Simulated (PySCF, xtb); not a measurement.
Ga(Br)(Me)(OH) (CH4BrGaO), SMILES [CH3][Ga]([OH])[Br]. Other conformers were not sampled.

Harmonic wavenumbers (cm⁻¹) from GFN2-xTB run with xtb at its own minimum, in rising order: 22, 88, 113, 145, 266, 333, 377, 502, 588, 680, 706, 1237, 1406, 1419, 2967, 2979, 2988, 3664.

What does PBE-D3(BJ)/def2-SVP in PySCF give at its own minimum? (The exact figures need the calculation; the answer reports its results.)

28, 113, 141, 153, 280, 396, 568, 685, 708, 728, 810, 1166, 1375, 1376, 2991, 3099, 3112, 3729. Paired by order, the mean absolute difference is 71 cm⁻¹ and the zero-point energies are 29.3 and 30.7 kcal/mol.
